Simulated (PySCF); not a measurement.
Ni⁺: excitation energy

Ni⁺ [Ar] 3d9 (2D) → Ni⁺ [Ar] 3d8 4p1 (high-spin determinant), as a difference of total energies. All numbers are calculated (PySCF 2.14, scalar relativity by spin-free X2C-1e, in ANO-RCC-VTZP (6s5p3d2f1g, 59 functions)). Correlated levels: valence: [Ar] frozen. The calculations carry no spin-orbit coupling.

```json
{"method": "UHF", "excitation energy (cm⁻¹)": "33533"}
{"method": "MP2 (valence)", "excitation energy (cm⁻¹)": "56527"}
{"method": "SCS-MP2 (valence)", "excitation energy (cm⁻¹)": "54989"}
{"method": "CCSD (valence)", "excitation energy (cm⁻¹)": "49904"}
{"method": "CCSD(T) (valence)", "excitation energy (cm⁻¹)": "51219"}
```

A first-order spin-orbit estimate (lowest level to lowest level, LS coupling) adds -0.026 eV.

The basis was made for the ground configuration and has no added diffuse functions, so the excitation energy can come out too high.

The determinant of the upper state mixes LS terms, which raises its energy above the lowest term, most at the Hartree-Fock and MP2 levels.
